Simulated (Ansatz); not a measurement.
Gas-phase electronic energies from Ansatz, PBE0-D4/def2-TZVP geometries. CCSD(T)/CBS is the MP2 limit (def2-TZVPP, def2-QZVPP) plus CCSD(T) − MP2 in def2-TZVPP, frozen cores. This one scheme is used for every species. DFT in def2-TZVPP. HSE06 is defined as in plane-wave codes. One conformer a species, not always the lowest.

`[F][Al]([O][SiH3])[O][SiH3]` + H₂O → `[OH][Al]([O][SiH3])[O][SiH3]` + H–F  (formal hydrolysis of the Al–F bond)

```tsv
level	ΔE (kJ/mol)
LDA (SPW92)	40.4
r2SCANh-D4	46.1
HSE06-D4	43.8
r2SCAN0	46.7
MP2/def2-SVP	49.2
MP2/def2-TZVPP	43.8
MP2/CBS(def2)	45.7
CCSD/CBS(def2)	48.1
```

Problem. What does CCSD(T)/CBS give? (An estimate is asked.)

Solution. Computed: +46.7 kJ/mol. The listed levels differ from it by -6.3, -0.6, -2.9, 0.0, 2.5, -2.9, -1.0, 1.4 kJ/mol.

Largest T1 diagnostic among the species: 0.012.

In def2-TZVPP, CCSD(T) changes the Hartree–Fock value by −8.0 kJ/mol (the triples alone add −1.4 kJ/mol) and MP2 by −8.9 kJ/mol. Leaving LDA and LC-ωPBE aside and taking each functional with its dispersion term where it has one, the values, not all of them listed here, spread over 5.7 kJ/mol, from revPBE-D4 to B97M-V. LDA lies −5.1 kJ/mol from PBE without D4.

CCSD(T)/CBS has its own doubt, a few kJ/mol and more with outer-core shells, so smaller differences from it don't rank the levels.
